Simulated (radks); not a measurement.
Species: Nd XXII. Configuration: [Kr] 4d3. Method: scalar-relativistic Kohn-Sham, SCAN, spin-polarised, spherical densities, finite nucleus; open shells are filled with parallel spins first (spin-orbit coupling, left out, can overturn this in heavy ions); meta-GGA in the generalised Kohn-Sham scheme; Fermi nuclear charge, rms radius 4.9123 fm; computed with a radial shooting solver on a logarithmic mesh with Libxc functionals. Some entries of the table are withheld. Estimate them.

orbital  occ.  eigenvalue (hartree)  r(max) (bohr)  <r> (bohr)
1s up       1             -1619.041        0.01510     0.02363
1s down     1             -1619.037        0.01510     0.02363
2s up       1             -280.8194        0.08539      0.1009
2s down     1             -280.7464        0.08539      0.1009
2p up       3             -253.2067        0.06893     0.08876
2p down     3             -253.1423        0.06892     0.08875
3s up       1             -77.50968         0.2426      0.2644
3s down     1             -77.47218         0.2427      0.2643
3p up       3             -68.73375         0.2376      0.2624
3p down     3             -68.68717         0.2377      0.2623
3d up       5             -56.70088         0.1951      0.2393
3d down     5             -56.62433         0.1953      0.2393
4s up       1             -30.40064         0.5467      0.5694
4s down     1             -30.09410         0.5460      0.5699
4p up       3             -27.27958            (1)      0.5892
4p down     3             -26.97711            (2)      0.5897
4d up       3             -22.85428         0.5718      0.6068

Answer. 
(1) 4p up r(max) (bohr): 0.5637
(2) 4p down r(max) (bohr): 0.5632
